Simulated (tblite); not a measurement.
C8H12, charge +1, doublet, geometry from GFN2-xTB (a state made from the parent by changing its charge; the spin is typed, not shown lowest); GFN1-xTB (tblite 0.6.0).

Input for tblite:
```
$ tblite run mol.xyz --method gfn1 --charge 1 --spin 1 --json tblite.json --no-restart

# file mol.xyz
20

C     -0.65011825    -1.71950227    -0.13870389
C      0.69981445    -1.66478550    -0.13259833
C      1.51839289    -0.52755998    -0.58746850
C      1.51446175     0.52431201     0.60038176
C      0.70222400     1.66328401     0.13856792
C     -0.64759145     1.72089203     0.13317851
C     -1.55916207     0.61101322     0.48957889
C     -1.55624167    -0.60767685    -0.50284362
H     -1.12194807    -2.63715076     0.18642015
H      1.24616450    -2.48411509     0.31868750
H      1.11994412    -0.06699706    -1.49142236
H      2.54791253    -0.82708841    -0.77192978
H      2.54301248     0.82163639     0.79360587
H      1.10734435     0.06461179     1.50090569
H      1.25415074     2.48143743    -0.30804168
H     -1.11466908     2.63954602    -0.19594320
H     -1.28461412     0.21856272     1.47258104
H     -2.57901857     0.98774312     0.53679645
H     -1.27249307    -0.21582424    -1.48346866
H     -2.57646367    -0.98222197    -0.55874742
```

Predict the main parts of the log of this tblite run.


```
xTB calculator
 | screened Coulomb repulsion
 | Coulomb electrostatics
 |  * isotropic Klopman-Ohno-Mataga-Nishimoto electrostatics
 |  * onsite third-order electrostatics
 | DFT-D3(BJ) dispersion correction

halogen bonding energy    0.0000000000000E+00 Eh
repulsion energy          3.7453919427923E-01 Eh
dispersion energy        -9.6664550248329E-03 Eh
number of electrons       4.3000000000000E+01 e
integral cutoff           1.9731147476801E+01 bohr

------------------------------------------------------------
  cycle        total energy    energy error   density error
------------------------------------------------------------
      1     -22.82643586487  -2.3191309E+01   5.9097053E-01
      2     -22.82915641390  -2.7205490E-03   3.5225218E-01
      3     -22.82914802437   8.3895307E-06   6.8534918E-03
      4     -22.82920829327  -6.0268907E-05   1.1360542E-03
      5     -22.82921134377  -3.0505015E-06   3.6568979E-04
      6     -22.82921175731  -4.1353548E-07   9.4706421E-05
      7     -22.82921176915  -1.1834917E-08   8.7802673E-06
------------------------------------------------------------

electronic energy        -2.3194084508400E+01 Eh
total energy             -2.2829211769145E+01 Eh

Post processing:
 | Mayer-Wiberg bond orders

[Info] JSON dump of results written to 'tblite.json'
```
